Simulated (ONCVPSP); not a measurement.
**H ONCV: all-electron and pseudo phase curves**

H (Z = 1), optimised norm-conserving Vanderbilt (ONCV), made with ONCVPSP 4.0.1 (PBE, scalar-relativistic). Core none, reference 1s1. Waves: 1s: rc 1.00 bohr, ncon 4, nbas 7, qcut 7.2 1/bohr, 2 projectors, debl 2.5 Ha. Local part: polynomial inside 0.95 bohr (lpopt 5, dvloc0 0 Ha). Core correction: none.

The phase is arctan(r·R′/R) of the radial function R(r), unwrapped; energies in Ha, scanned from -2 to 5 Ha. A pole is an energy at which the radial function vanishes at the test radius. The pseudo phase is shifted by a multiple of π to meet the all-electron one at the reference energy, and phase errors are pseudo minus all-electron; the curves can meet again beyond the range given. Levels narrower than the energy grid can be missing from the lists of poles.

```csv
channel,radius (bohr),reference energy (Ha),"poles, all-electron","poles, pseudo",unbroken range about the reference energy with phases within 0.05 rad,phase error 1 Ha above the reference energy (rad)
s,1.01,-0.24,2.53,2.53,the whole range,-0.000
```

Phases in the s channel:

```
E (Ha)  all-electron  pseudo
 -1.98         0.469   0.469
 -1.62         0.264   0.264
 -1.26         0.005   0.005
 -0.90        -0.287  -0.287
 -0.54        -0.573  -0.573
 -0.18        -0.816  -0.816
  0.18        -1.006  -1.006
  0.54        -1.151  -1.151
  0.90        -1.264  -1.264
  1.26        -1.353  -1.353
  1.62        -1.426  -1.426
  1.98        -1.489  -1.489
  2.34        -1.544  -1.544
  2.70        -1.595  -1.595
  3.06        -1.643  -1.643
  3.42        -1.691  -1.691
  3.78        -1.740  -1.740
  4.14        -1.792  -1.792
  4.50        -1.851  -1.851
  4.86        -1.919  -1.919
```
